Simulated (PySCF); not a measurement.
Can point charges reproduce the dipole moment of `[SiH3]C[SiH]1CCOCC1`?

Coordinates (GFN2-xTB, Å) and charges (e) from the PBE0/pcSseg-1 density (PySCF):

```
atom       x       y       z  Mulliken      IAO  Hirshfeld  ESP-fitted
 Si1   3.331   0.626   0.149   +0.4869  +0.6074    +0.3116     +0.4961
  C2   1.967  -0.667   0.397   -0.8553  -0.8247    -0.2472     -0.6724
 Si3   0.300  -0.236  -0.396   +0.8202  +0.9012    +0.3618     +0.6280
  C4  -0.989  -1.615  -0.149   -0.5381  -0.5604    -0.1725     -0.3344
  C5  -2.381  -1.037  -0.404   +0.0456  -0.0430    +0.0014     +0.2478
  O6  -2.691   0.071   0.407   -0.5073  -0.4005    -0.1481     -0.4401
  C7  -2.021   1.260   0.064   +0.0522  -0.0425    +0.0021     +0.0924
  C8  -0.536   1.260   0.428   -0.5444  -0.5647    -0.1719     -0.2382
  H9   3.598   0.786  -1.281   -0.0776  -0.1217    -0.0790     -0.1222
 H10   2.920   1.910   0.717   -0.0814  -0.1235    -0.0782     -0.1316
 H11   4.555   0.175   0.819   -0.0825  -0.1181    -0.0806     -0.1195
 H12   2.306  -1.616  -0.014   +0.1687  +0.1634    +0.0428     +0.1722
 H13   1.830  -0.833   1.465   +0.1700  +0.1624    +0.0439     +0.1673
 H14   0.449   0.022  -1.843   -0.0505  -0.1374    -0.0866     -0.1562
 H15  -0.957  -1.997   0.872   +0.1408  +0.1464    +0.0370     +0.0910
 H16  -0.834  -2.462  -0.815   +0.1361  +0.1468    +0.0404     +0.0579
 H17  -2.473  -0.757  -1.465   +0.0947  +0.1078    +0.0295     -0.0068
 H18  -3.155  -1.777  -0.175   +0.1216  +0.1486    +0.0429     +0.0347
 H19  -2.553   2.047   0.608   +0.1221  +0.1491    +0.0433     +0.0716
 H20  -2.132   1.449  -1.016   +0.0941  +0.1082    +0.0297     +0.0263
 H21  -0.446   1.203   1.514   +0.1424  +0.1467    +0.0379     +0.0905
 H22  -0.099   2.208   0.117   +0.1417  +0.1485    +0.0402     +0.0458
```

Task: Form Σ q r in debye for every column and set it beside the full dipole.

Result: The full density gives (0.66, -0.49, -0.35) D, 0.90 D in size; dipole vectors point from the negative to the positive end.

```
    scheme    μx     μy     μz  size (D)  share of the full size (%)  angle to the full dipole (°)
  Mulliken  2.35   0.80  -2.84      3.77                         422                            51
       IAO  1.83   0.41  -1.91      2.68                         299                            46
 Hirshfeld  0.49  -0.06  -0.45      0.67                          75                            32
ESP-fitted  0.66  -0.46  -0.37      0.89                          99                             2
```

Task: Which set comes closest?

Result: Length of the difference vector: ESP-fitted 0.04 D, Hirshfeld 0.48 D, IAO 2.15 D, Mulliken 3.28 D. Closest: ESP-fitted. 

Task: What is left for the Hirshfeld atoms' own dipoles?

Result: The Hirshfeld atoms' densities add up to the full density, so μ = Σ q r + Σ (atomic dipoles). The atomic dipoles sum to (0.66, -0.49, -0.35) − (0.49, -0.06, -0.45) = (0.17, -0.43, 0.10) D, 0.48 D in size.

Task: With the origin at the mean of the coordinates, (0.000, 0.001, 0.000) Å, which are the largest single terms, by size, of the Mulliken dipole along the direction of the full one?

Result: C2 -6.85, O6 +5.32, Si1 +4.81, C8 +3.28, H12 +2.11 D; all 22 atoms together +2.39 D. The single terms depend on the origin, their sum doesn't.

Task: Give the size of the full dipole in other units.

Result: 0.90 D = 0.352 au = 0.186 e·Å = 2.99 × 10⁻³⁰ C·m.

One conformer (not necessarily the lowest) at the GFN2-xTB geometry, without solvent, vibrations or thermal averaging.
